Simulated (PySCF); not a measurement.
# Exercise with solution: dipole moment from atomic charges

ClH2InS2, SMILES [SH][In]([SH])[Cl]. Atoms are numbered in the order given.

```xyz
6

In     0.0000     0.0000    -0.0056
Cl     0.0000     0.0000     2.3513
S      0.0000     2.1519    -1.0947
H      0.0000     1.6034    -2.3337
S      0.0000    -2.1519    -1.0947
H      0.0000    -1.6034    -2.3337
```

Geometry optimised at B3LYP-D3(BJ)/def2-SVP. The def2 effective core potentials stand for the cores of In; spin–orbit coupling is left out. One conformer was computed; it need not be the lowest.

Charges (e) from r2SCAN/def2-TZVP (PySCF):

```json
[
 {"atom": "In1", "ESP fit": "0.470", "Mulliken": "0.782"},
 {"atom": "Cl2", "ESP fit": "-0.211", "Mulliken": "-0.372"},
 {"atom": "S3", "ESP fit": "-0.289", "Mulliken": "-0.370"},
 {"atom": "H4", "ESP fit": "0.159", "Mulliken": "0.165"},
 {"atom": "S5", "ESP fit": "-0.289", "Mulliken": "-0.370"},
 {"atom": "H6", "ESP fit": "0.159", "Mulliken": "0.165"}
]
```

The dipole moment of the full density is 2.90 D.

**Question.** What dipole moment does each set of point charges give, and which comes closer to that of the density?

**Answer.** 
μ = Σ q r, and 1 e Å = 4.8032 D.
ESP fit: Σ q r = (0.000, 0.000, -0.608) e Å, |μ| = 2.92 D.
Mulliken: Σ q r = (0.000, 0.000, -0.839) e Å, |μ| = 4.03 D.
ESP fit comes closer in size. Point charges leave out the atoms' own dipoles (lone pairs, polarised bonds); fits to the potential absorb them, partitions of the density don't.
